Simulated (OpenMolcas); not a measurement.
**Worked example: vertical ionisation energy of GaNH2ClF (SMILES [NH2][Ga]([F])[Cl])**

GaNH2ClF: 6 atoms, total charge 0, spin state singlet. SMILES: `[NH2][Ga]([F])[Cl]`. The shape is that of a PBE0-D4/def2-TZVP optimisation.

Both states at this one shape; open shells run unrestricted unless said. 1 Eh = 27.2114 eV.

| level | program | singlet GaNH2ClF (Eh) | doublet GaNH2ClF+ (Eh) | HOMO of the first (eV) |
| --- | --- | --- | --- | --- |
| revPBE/6-31G* (spherical functions) | OpenMolcas | -2540.378071 | -2540.008714 | -6.43 |
| PBE0/6-31G* (spherical functions) | OpenMolcas | -2540.098399 | -2539.716496 | -7.98 |

Problem. Work out the vertical ionisation energy at each level.

Solution. 
1. revPBE/6-31G* (spherical functions): -2540.008714 − (-2540.378071) = 0.369357 Eh = 10.05 eV; −ε(HOMO) = 6.43 eV.
2. PBE0/6-31G* (spherical functions): -2539.716496 − (-2540.098399) = 0.381903 Eh = 10.39 eV; −ε(HOMO) = 7.98 eV.

No measured value is set beside it here; the levels span 10.05 to 10.39 eV. In semi-local functionals −ε(HOMO) lies far under the ionisation energy, a result of self-interaction, while the difference of totals does much better. All-electron rows are non-relativistic unless named.
